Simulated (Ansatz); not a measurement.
ClFH5NO2Si2, SMILES `O[Si@H](F)N[Si@H](O)Cl`. Total charge 0; spin multiplicity 1.

```xyz
12

O     1.8349    1.8539   -0.4414
Si    0.9533    0.5258   -0.7705
F    -0.2387    0.8592   -1.7883
N     0.2798    0.0456    0.7173
Si   -1.0363   -1.0216    0.9798
O    -1.6932   -1.4047   -0.4580
Cl   -2.3620   -0.0891    2.2444
H     2.4588    2.1693   -1.0959
H     1.7473   -0.5041   -1.4675
H     0.6320    0.5490    1.5207
H    -0.6739   -2.2931    1.6250
H    -1.9019   -0.6903   -1.0658
```

(1) Give the diagnostics of a CCSD(T)/def2-TZVPP run (frozen core, Ansatz 0.2.0). (Estimate.)

Answers

(1) Ansatz gave: T1 = 0.0111, largest single amplitude 0.012, largest double 0.014, (T) share of the correlation energy 3.5 %, 9 CCSD cycles. The RHF solution is stable towards an unrestricted one. T1 lies under the customary mark of 0.02 for closed shells.
